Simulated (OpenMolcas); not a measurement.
**Ar3+: input and output**

Input:

```
&GATEWAY
Coord
1

Ar 0.0 0.0 0.0
Basis=ANO-R3
Group=XYZ
NoMove
AngMom=0.0 0.0 0.0
AMFI
&SEWARD
&RASSCF
FileOrb=start.orb
Symmetry=2
Spin=4
nActEl=3 0 0
Inactive=3 3
Ras2=0 3
CIRoot=1 1 1
SDav=1
CIMx=300
Iter=120 100
PrWF=0.3
OrbListing=Nothing
MaxOrb=0
Atom
>>> COPY $Project.JobIph JOB001
&RASSCF
FileOrb=start.orb
Symmetry=2
Spin=2
nActEl=3 0 0
Inactive=3 3
Ras2=0 3
CIRoot=8 8 1
SDav=8
CIMx=300
Iter=120 100
PrWF=0.3
OrbListing=Nothing
MaxOrb=0
Atom
>>> COPY $Project.JobIph JOB002
&RASSI
NrOfJobIphs=2 1 8
1
1 2 3 4 5 6 7 8
IphNames
JOB001
JOB002
EJob
SpinOrbit
DIPRint=1.0
SOCoupling=1000.0
Subsets=2
MEES
Property=10
'ANGMOM' 1 'ANGMOM' 2 'ANGMOM' 3 'MLTPL  1' 1 'MLTPL  1' 2 'MLTPL  1' 3
'AMFI' 1 'AMFI' 2 'AMFI' 3 'MLTPL  2' 6
SOProperty=3
'ANGMOM' 1 'ANGMOM' 2 'ANGMOM' 3
```

Launched by
```bash
OMP_NUM_THREADS=1 MOLCAS_MEM=1689 MOLCAS_PROJECT=a pymolcas a.inp > a.log  # once for each step of the input, in one work folder
```

A driver script runs the steps one by one and writes start.orb anew before each from the orbitals found so far.

Output, cut to the results:

```
--- SEWARD ---
Basis set label: AR.ANO-R...6S5P4D2F1G.

      Electronic valence basis set:
      ------------------
      Associated Effective Charge  18.000000 au
      Associated Actual Charge     18.000000 au
      Nuclear Model: Finite nucleus - Gaussian distribution
        Gaussian exponent, Xi/bohr**(-2):  3.57222E+08

      Shell  nPrim  nBasis  Cartesian Spherical Contaminant
         s      17       6        X
         p      12       5        X
         d       7       4                 X
         f       5       2                 X
         g       2       1                 X
                  Relativistic X2C integrals
                  Atomic mean-field integrals
--- RASSCF ---
Wave function specifications:
      -----------------------------

      Number of closed shell electrons          12
      Number of electrons in active shells       3
      Max number of holes in RAS1 space          0
      Max nr of electrons in RAS3 space          0
      Number of inactive orbitals                6
      Number of active orbitals                  3
      Number of secondary orbitals              55
      Spin quantum number                      1.5
      State symmetry                             2
Orbital specifications:
      -----------------------

      Symmetry species                           1   2
                                                ag  au
      Frozen orbitals                            0   0
      Inactive orbitals                          3   3
      Active orbitals                            0   3
      RAS1 orbitals                              0   0
      RAS2 orbitals                              0   3
      RAS3 orbitals                              0   0
      Secondary orbitals                        32  23
      Deleted orbitals                           0   0
      Number of basis functions                 35  29
      Number of CSFs                             1
      Number of root(s) required                 1
      Iter CI   SX   CI       RASSCF       Energy    max ROT     max BLB   max BLB  Level Ln srch  Step   QN
          iter iter root      energy       change     param      element    value   shift minimum  type update
 Nr of preliminary CI iterations:   1
        1   1   10    1  -525.49060960    0.00E+00   1.71E-01*   3   5 1 -3.86E-01*  0.00   0.00    SX    NO
        2   1   10    1  -525.67769287   -1.87E-01* -7.72E-03    3  12 2 -6.29E-02*  0.00   0.00    SX    NO
        3   1    9    1  -525.67915471   -1.46E-03* -1.35E-03    3  12 2  1.27E-02*  0.00   0.00    SX    NO
        4   1    8    1  -525.67918962   -3.49E-05*  2.00E-04    1  10 2 -2.29E-03*  0.00   0.00    SX    NO
        5   1    8    1  -525.67919083   -1.20E-06*  2.99E-05    2  11 2  4.48E-04*  0.00   0.85    QN   YES
        6   1    5    1  -525.67919087   -4.73E-08* -5.46E-06    3   4 1  2.05E-05   0.00   1.03    QN   YES
        7   1    3    1  -525.67919088   -2.25E-10  -6.29E-07    3   5 1 -2.09E-06   0.00   1.11    QN   YES
      Convergence after  7 iterations
        8   1    3    1  -525.67919088   -3.64E-12  -6.29E-07    4  10 2  3.49E-07   0.00   1.11    QN   YES
      Natural orbitals and occupation numbers for root  1
      sym 2:   1.000000   1.000000   1.000000
::    RASSCF root number  1 Total energy:   -525.67919088
--- RASSCF ---
Wave function specifications:
      -----------------------------

      Number of closed shell electrons          12
      Number of electrons in active shells       3
      Max number of holes in RAS1 space          0
      Max nr of electrons in RAS3 space          0
      Number of inactive orbitals                6
      Number of active orbitals                  3
      Number of secondary orbitals              55
      Spin quantum number                      0.5
      State symmetry                             2
Orbital specifications:
      -----------------------

      Symmetry species                           1   2
                                                ag  au
      Frozen orbitals                            0   0
      Inactive orbitals                          3   3
      Active orbitals                            0   3
      RAS1 orbitals                              0   0
      RAS2 orbitals                              0   3
      RAS3 orbitals                              0   0
      Secondary orbitals                        32  23
      Deleted orbitals                           0   0
...
--- RASSI ---
SPIN-FREE ENERGIES:
  (Shifted by EMIN (a.u.) =       -525.6791908751)

 SF State       Relative EMIN(au)   Rel lowest level(eV)    D:o, cm**(-1)      L_eff

     1             0.0000000000        0.0000000000              0.0000         0.0
     2             0.1187283883        3.2307640329          26057.8693         2.0
     3             0.1187283883        3.2307640329          26057.8693         2.0
     4             0.1187283883        3.2307640329          26057.8693         2.0
     5             0.1187283883        3.2307640329          26057.8693         2.0
     6             0.1187283883        3.2307640329          26057.8693         2.0
     7             0.1973315906        5.3696661296          43309.2781         1.0
     8             0.1973315906        5.3696661296          43309.2781         1.0
     9             0.1973315906        5.3696661296          43309.2781         1.0
     Dipole printing threshold changed to   1.00000000E+00
Eigenvalues of complex Hamiltonian:
   -----------------------------------
  (Shifted by EMIN (a.u.) =       -525.6791908751)

 SO State       Relative EMIN(au)   Rel lowest level(eV)    D:o, cm**(-1)     J-value

     1            -0.0001341497        0.0000000000              0.0000         1.1
     2            -0.0001341497        0.0000000000              0.0000         1.2
     3            -0.0001341497        0.0000000000              0.0000         1.2
     4            -0.0001341497        0.0000000000              0.0000         1.2
     5             0.1183111906        3.2230619042          25995.7474         0.9
     6             0.1183111906        3.2230619042          25995.7474         1.4
     7             0.1183111906        3.2230619042          25995.7474         0.9
     8             0.1183111906        3.2230619042          25995.7474         1.3
     9             0.1187283883        3.2344144324          26087.3117         2.0
...
```

The J values that RASSI prints are effective ones from its own formula and need not be integers or half-integers; the table below assigns J from the states.

Levels above the lowest, from the spin-orbit matrix, grouped by J:

```json
{"Configuration": "3s² 3p³", "Term": "⁴S°", "J": "3/2", "E (cm⁻¹)": "0.0", "Measured (cm⁻¹)": "0.0", "g": "2.002", "Term weight %": "100"}
{"Configuration": "3s² 3p³", "Term": "²D°", "J": "3/2", "E (cm⁻¹)": "25996", "Measured (cm⁻¹)": "21091", "g": "0.802", "Term weight %": "99"}
{"Configuration": "3s² 3p³", "Term": "²D°", "J": "5/2", "E (cm⁻¹)": "26087", "Measured (cm⁻¹)": "21220", "g": "1.200", "Term weight %": "100"}
{"Configuration": "3s² 3p³", "Term": "²P°", "J": "1/2", "E (cm⁻¹)": "43339", "Measured (cm⁻¹)": "34855", "g": "0.666", "Term weight %": "100"}
{"Configuration": "3s² 3p³", "Term": "²P°", "J": "3/2", "E (cm⁻¹)": "43460", "Measured (cm⁻¹)": "35032", "g": "1.332", "Term weight %": "99"}
```

Against the 4 measured excited levels shown (Saloman, J. Phys. Chem. Ref. Data 39, 033101 (2010)) the mean absolute deviation is 6700 cm-1; the largest miss in energy is 3s² 3p³ ²P°_1/2: computed 43339, measured 34855 cm⁻¹ (+24.3 %).

With the s shell closed, the reference lacks s² → p² mixing. Computed and measured levels are paired by configuration, term and J; levels that our copy of the source lacks, or whose pairing is in doubt (as where it misses far off the trend of its configuration), stay unpaired and out of the deviations. Levels of configurations outside the active space are missing.

The term weight is that of the spin-free term in the level, not the purity of its configuration. ° marks odd parity.
